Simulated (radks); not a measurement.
The numbers below are computed, except where a source is named.
Task: Valence configurations of Bi I. Code: a radial shooting solver on a logarithmic mesh with Libxc functionals. Model: Dirac Kohn-Sham, PBE, spin-unpolarised, spherical densities, point nucleus; open shells fill j = l - 1/2 first. Order these by energy: [Xe] 4f14 5d9.5 6s1 6p4.5; [Xe] 4f14 5d9 6s1 6p5; [Xe] 4f13 5d10 6s2 6p4; [Xe] 4f13 5d10 6p6; [Xe] 4f14 5d10 6s1.5 6p3.5; [Xe] 4f13.5 5d10 6s2 6p3.5; [Hg] 6p3; [Xe] 4f14 5d10 6s1 6p4; [Xe] 4f14 5d9.5 6s2 6p3.5; [Xe] 4f13 5d10 6s1 6p5.

Result: From the lowest, in eV above it: [Hg] 6p3 0.000; [Xe] 4f14 5d10 6s1.5 6p3.5 5.133; [Xe] 4f14 5d10 6s1 6p4 10.379; [Xe] 4f14 5d9.5 6s2 6p3.5 11.080; [Xe] 4f14 5d9.5 6s1 6p4.5 21.996; [Xe] 4f14 5d9 6s1 6p5 34.465; [Xe] 4f13.5 5d10 6s2 6p3.5 74.876; [Xe] 4f13 5d10 6s2 6p4 154.51; [Xe] 4f13 5d10 6s1 6p5 166.12; [Xe] 4f13 5d10 6p6 178.12. NIST lists [Hg] 6p3 as the ground configuration; this level of theory agrees among the configurations tried. The energies are those of spherical spin-averaged densities, not of single terms.
